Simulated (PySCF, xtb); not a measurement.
Te(NH2)(SeH) (H3NSeTe), SMILES [SeH][Te]N.

xtb with GFN2-xTB at its own geometry gives an orbital gap of 3.79 eV and a dipole moment of 3.72 D.

The structure is a stationary point at B3LYP-D3(BJ)/def2-SVP. The def2 effective core potentials stand for the cores of Te; spin–orbit coupling is left out. The values are those of a single conformer.

Problem. What does PBE/def2-TZVPD run with PySCF give? (Estimate from the structure and the level; the computed values follow.)

Solution. gap 2.87 eV (levels -5.41 and -2.54 eV), dipole 1.89 D.
